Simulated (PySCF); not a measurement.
In(Br)2(Et), SMILES C[CH2][In]([Br])[Br], PBE0/def2-SVP optimised geometry.

```
10

In    -0.32    -0.85     0.00
Br     2.17    -0.85     0.00
Br    -1.29    -3.14    -0.01
C     -1.48     0.98     0.00
C     -0.65     2.25     0.08
H     -2.17     0.88     0.85
H     -2.08     0.93    -0.92
H      0.06     2.34    -0.76
H     -0.05     2.30     1.00
H     -1.30     3.14     0.06
```

Density from PBE0/def2-TZVP, def2 effective core potentials past Kr in PySCF 2.14.0 at that geometry. The core electrons that the potentials of In replace are not part of the density.

Minimum of the electron density along straight lines between bonded atoms, close to the bond critical point (lines longer than 1.1 times the sum of covalent radii, or with two minima, are not listed):

```json
[
 {"bond": "In1–Br2", "length / Å": "2.493", "ρ at the minimum / e bohr⁻³": "0.073", "∇²ρ there / e bohr⁻⁵": "0.14", "position (fraction from the first atom)": "0.47"},
 {"bond": "In1–Br3", "length / Å": "2.489", "ρ at the minimum / e bohr⁻³": "0.073", "∇²ρ there / e bohr⁻⁵": "0.14", "position (fraction from the first atom)": "0.47"},
 {"bond": "In1–C4", "length / Å": "2.164", "ρ at the minimum / e bohr⁻³": "0.099", "∇²ρ there / e bohr⁻⁵": "0.12", "position (fraction from the first atom)": "0.52"},
 {"bond": "C4–C5", "length / Å": "1.519", "ρ at the minimum / e bohr⁻³": "0.245", "∇²ρ there / e bohr⁻⁵": "-0.60", "position (fraction from the first atom)": "0.51"},
 {"bond": "C4–H6", "length / Å": "1.102", "ρ at the minimum / e bohr⁻³": "0.271", "∇²ρ there / e bohr⁻⁵": "-0.90", "position (fraction from the first atom)": "0.64"},
 {"bond": "C4–H7", "length / Å": "1.102", "ρ at the minimum / e bohr⁻³": "0.270", "∇²ρ there / e bohr⁻⁵": "-0.90", "position (fraction from the first atom)": "0.64"},
 {"bond": "C5–H8", "length / Å": "1.100", "ρ at the minimum / e bohr⁻³": "0.273", "∇²ρ there / e bohr⁻⁵": "-0.92", "position (fraction from the first atom)": "0.64"},
 {"bond": "C5–H9", "length / Å": "1.100", "ρ at the minimum / e bohr⁻³": "0.273", "∇²ρ there / e bohr⁻⁵": "-0.92", "position (fraction from the first atom)": "0.64"},
 {"bond": "C5–H10", "length / Å": "1.103", "ρ at the minimum / e bohr⁻³": "0.270", "∇²ρ there / e bohr⁻⁵": "-0.90", "position (fraction from the first atom)": "0.64"}
]
```
